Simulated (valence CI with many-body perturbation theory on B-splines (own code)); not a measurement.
# Os⁵⁺: calculation against measured levels

Computed by valence CI with perturbative core correlation (CI+MBPT): three valence electrons over a frozen Dirac-Fock core [Xe] 4f14, a basis of 7 s, 7 p, 8 d, 6 f, 4 g, 1 h functions for each j, with the one-electron correlation potential Σ1 (screened to all orders), the two-electron term Σ2, the three-electron term Σ3, Breit, model QED; selected single and double excitations, second order for the rest, scaled by the run's own slope (own B-spline code, finite nucleus).

Against 69 measured levels this calculation errs by 1368 cm⁻¹ on average and by 3021 at most. These come from a selection out of Brasseur, Palmeri and Quinet, Atoms 13, 11 (2025). Levels without a partner in it may be off by more, other configurations by 1,000 to 8,000 cm⁻¹. The list stops below the first excitations out of the core.

Measured levels: measured levels as listed in Brasseur, Palmeri and Quinet, Atoms 13, 11 (2025). Pairs share parity and J, and are chosen by configuration, term and nearness in energy; levels without a clear partner are left out. Energies in cm⁻¹ above the measured ground level.

Levels are named by their leading jj configuration (3d3/2^4 stands for four electrons in 3d with j = 3/2), which in mixed levels can hold well under half, so a name can repeat and another be missing. Letters in brackets count levels of one name in rising energy.

| Computed label | Label in the source | Measured | Computed | Difference |
| --- | --- | --- | --- | --- |
| (5d3/2^3) J=3/2 | 5d3 4F | 0 | 0.0 | 0 |
| (5d3/2^2 5d5/2) J=5/2 | 5d3 4F | 6397.4 | 6274.7 | -123 |
| (5d3/2^2 5d5/2) J=7/2 | 5d3 4F | 11444.1 | 11358.9 | -85 |
| (5d3/2^2 5d5/2) J=3/2 | 5d3 | 14430.2 | 14995.0 | +565 |
| (5d3/2^2 5d5/2) J=9/2 | 5d3 4F | 14678.3 | 14701.3 | +23 |
| (5d3/2^2 5d5/2) J=1/2 | 5d3 4P | 16772.4 | 17325.0 | +553 |
| (5d3/2 5d5/2^2) J=7/2 [a] | 5d3 2G | 22919.6 | 23108.8 | +189 |
| (5d3/2 5d5/2^2) J=9/2 | 5d3 2H | 24028.4 | 24050.9 | +22 |
| (5d3/2 5d5/2^2) J=5/2 [a] | 5d3 4P | 24828.5 | 25357.6 | +529 |
| (5d3/2 5d5/2^2) J=3/2 [a] | 5d3 | 27894 | 28474.2 | +580 |
| (5d3/2 5d5/2^2) J=1/2 | 5d3 2P | 28859.8 | 29526.3 | +666 |
| (5d3/2 5d5/2^2) J=11/2 | 5d3 2H | 32155.8 | 32262.4 | +107 |
| (5d3/2 5d5/2^2) J=5/2 [b] | 5d3 2D | 34417.8 | 35198.5 | +781 |
| (5d5/2^3) J=9/2 | 5d3 2G | 37019.4 | 37156.1 | +137 |
| (5d3/2 5d5/2^2) J=5/2 [c] | 5d3 2F | 39600.8 | 40604.4 | +1004 |
| (5d5/2^3) J=3/2 | 5d3 2P | 40202.6 | 40931.8 | +729 |
| (5d3/2 5d5/2^2) J=7/2 [b] | 5d3 2F | 40447 | 41352.6 | +906 |
| (5d3/2 5d5/2^2) J=3/2 [b] | 5d3 2D | 59910.8 | 61504.0 | +1593 |
| (5d5/2^3) J=5/2 | 5d3 2D | 61005.3 | 62483.0 | +1478 |
| (5d3/2^2 6s) J=3/2 | 5d2 6s 4F | 97940.4 | 99267.5 | +1327 |
| (5d3/2^2 6s) J=5/2 | 5d2 6s 4F | 100973.9 | 102335.9 | +1362 |
| (5d3/2 5d5/2 6s) J=7/2 [a] | 5d2 6s 4F | 108538.4 | 109816.4 | +1278 |
| (5d3/2 5d5/2 6s) J=5/2 [a] | 5d2 6s 2F | 114140.1 | 115716.2 | +1576 |
| (5d3/2^2 6s) J=1/2 | 5d2 6s 4P | 114363.2 | 116419.6 | +2056 |
| (5d5/2^2 6s) J=9/2 | 5d2 6s 4F | 115173.8 | 116509.2 | +1335 |
| (5d3/2 5d5/2 6s) J=3/2 [a] | 5d2 6s 4P | 118499.8 | 120460.9 | +1961 |
| (5d3/2 5d5/2 6s) J=5/2 [b] | 5d2 6s 4P | 119205.3 | 121048.1 | +1843 |
| (5d3/2 5d5/2 6s) J=3/2 [b] | 5d2 6s 2D | 123318.6 | 125341.5 | +2023 |
| (5d3/2 5d5/2 6s) J=7/2 [b] | 5d2 6s 2F | 123600.5 | 125225.6 | +1625 |
| (5d3/2 5d5/2 6s) J=1/2 | 5d2 6s 2P | 129179.2 | 131444.6 | +2265 |
| (5d3/2 5d5/2 6s) J=9/2 | 5d2 6s 2G | 130849.6 | 132578.5 | +1729 |
| (5d5/2^2 6s) J=5/2 | 5d2 6s 2D | 131676.2 | 133638.5 | +1962 |
| (5d5/2^2 6s) J=7/2 | 5d2 6s 2G | 132989.9 | 134663.8 | +1674 |
| (5d5/2^2 6s) J=3/2 | 5d2 6s 2P | 138441.2 | 140636.2 | +2195 |
| (5d5/2^2 6s) J=1/2 | 5d2 6s 2S | 157388.9 | 160410.1 | +3021 |
| (5d3/2^2 6p1/2) J=5/2 | 5d2 6p 4G° | 170473.6 | 171924.2 | +1451 |
| (5d3/2^2 6p1/2) J=3/2 | 5d2 6p | 175839.8 | 177056.9 | +1217 |
| (5d3/2 5d5/2 6p1/2) J=7/2 [a] | 5d2 6p 4G° | 182479.5 | 183823.5 | +1344 |
| (5d3/2 5d5/2 6p1/2) J=5/2 [a] | 5d2 6p | 184033 | 185253.8 | +1221 |
| (5d3/2^2 6p1/2) J=1/2 | 5d2 6p 4D° | 186854 | 188606.1 | +1752 |
| (5d3/2 5d5/2 6p1/2) J=9/2 | 5d2 6p | 190882.5 | 192259.9 | +1377 |
| (5d3/2 5d5/2 6p1/2) J=3/2 [a] | 5d2 6p | 190987.8 | 192693.2 | +1705 |
| (5d3/2 5d5/2 6p1/2) J=5/2 [b] | 5d2 6p | 191516.9 | 193134.2 | +1617 |
| (5d3/2 5d5/2 6p1/2) J=1/2 | 5d2 6p | 192087.9 | 193745.5 | +1658 |
| (5d3/2 5d5/2 6p1/2) J=7/2 [b] | 5d2 6p | 192575.6 | 193825.2 | +1250 |
| (5d3/2^2 6p3/2) J=3/2 [a] | 5d2 6p | 194263.2 | 195665.8 | +1403 |
| (5d3/2 5d5/2 6p1/2) J=3/2 [b] | 5d2 6p | 195716.1 | 197383.2 | +1667 |
| (5d3/2^2 6p3/2) J=5/2 | 5d2 6p | 196152.8 | 197432.7 | +1280 |
| (5d3/2^2 6p3/2) J=7/2 | 5d2 6p | 197134 | 198368.4 | +1234 |
| (5d3/2^2 6p3/2) J=1/2 | 5d2 6p 4D° | 198144.3 | 199881.1 | +1737 |
| (5d3/2 5d5/2 6p3/2) J=9/2 [a] | 5d2 6p 4G° | 202263.2 | 203718.3 | +1455 |
| (5d3/2 5d5/2 6p3/2) J=7/2 [a] | 5d2 6p | 203069.9 | 204428.8 | +1359 |
| (5d3/2 5d5/2 6p3/2) J=5/2 [a] | 5d2 6p | 204720.9 | 206260.1 | +1539 |
| (5d5/2^2 6p1/2) J=3/2 | 5d2 6p | 205711.8 | 207400.2 | +1688 |
| (5d3/2 5d5/2 6p3/2) J=7/2 [b] | 5d2 6p | 206193.4 | 207630.4 | +1437 |
| (5d5/2^2 6p1/2) J=9/2 | 5d2 6p | 206555.3 | 207930.5 | +1375 |
| (5d5/2^2 6p1/2) J=5/2 | 5d2 6p | 207333.9 | 208751.1 | +1417 |
| (5d3/2 5d5/2 6p3/2) J=3/2 [a] | 5d2 6p 4D° | 207349.5 | 208960.0 | +1611 |
| (5d3/2 5d5/2 6p3/2) J=7/2 [c] | 5d2 6p | 209856 | 211164.0 | +1308 |
| (5d5/2^2 6p3/2) J=11/2 | 5d2 6p 4G° | 210146.1 | 211592.1 | +1446 |

The table shows the lowest 60 pairs. Over 69 excited levels the mean absolute difference is 1368 cm⁻¹, the median 1451 and the largest 3021. The comparison draws on a selection of the measured levels: 70 of the 82 computed ones have a partner in it, and others may be off by more.
